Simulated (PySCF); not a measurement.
C7H15N2 (SMILES C[CH]N=C(C)NC(C)C), doublet, at a GFN2-xTB geometry. Base run: TPSS/STO-3G in PySCF.

Geometry (Å):
```xyz
24

C      3.3490     0.3103    -0.6554
C      2.0603     1.0712    -0.6753
N      0.8711     0.6763    -0.3059
C      0.5027    -0.3432     0.4212
C      1.3515    -1.1437     1.3735
N     -0.8157    -0.7324     0.3538
C     -1.8028     0.0373    -0.3717
C     -2.3071     1.2215     0.4574
C     -2.9493    -0.8843    -0.7770
H      3.9351     0.5576    -1.5401
H      3.1718    -0.7628    -0.6403
H      3.9535     0.5737     0.2181
H      2.0855     2.0633    -1.1055
H      0.7860    -1.3821     2.2746
H      1.6692    -2.0841     0.9197
H      2.2340    -0.5777     1.6568
H     -1.1704    -1.2307     1.1578
H     -1.2950     0.4206    -1.2614
H     -3.0196     1.8086    -0.1155
H     -2.7946     0.8715     1.3660
H     -1.4676     1.8560     0.7282
H     -3.4613    -1.2645     0.1054
H     -2.5717    -1.7276    -1.3495
H     -3.6685    -0.3436    -1.3857
```
Charge 0, spin multiplicity 2.
Orbitals are unrestricted.
All else is at PySCF's defaults.
Base energy -380.60570 Eh.

The base run was repeated with changes; each row names its change, and settings that it needs were set with it.

```csv
change,ΔE vs base (µEh),grid points,electrons on the grid,outcome
base,0.0,273752,71.00002,converged
grids.level = 5,0.7,738176,71.00000,converged
grids.prune = dft.gen_grid.treutler_prune,10.8,235200,71.00001,converged
"grids.atom_grid = (50, 194)",-58.2,158472,71.00021,converged
grids.radi_method = gauss_chebyshev,4.7,267416,71.00002,converged
grids.becke_scheme = stratmann,0.2,273752,71.00002,converged
"grids.atom_grid = (99, 590)",2.7,778800,70.99998,converged
"grids.atom_grid = (150, 974)",-,-,-,cut at the time limit
grids.prune = off,0.0,430352,71.00002,converged
grids.radi_method = mura_knowles,0.2,261656,71.00002,converged
grids.level = 1,-178,83584,71.00007,converged
```

Open shells are given as the SCF converged; they aren't shown to be the lowest states, and a large step between rows can be another state.
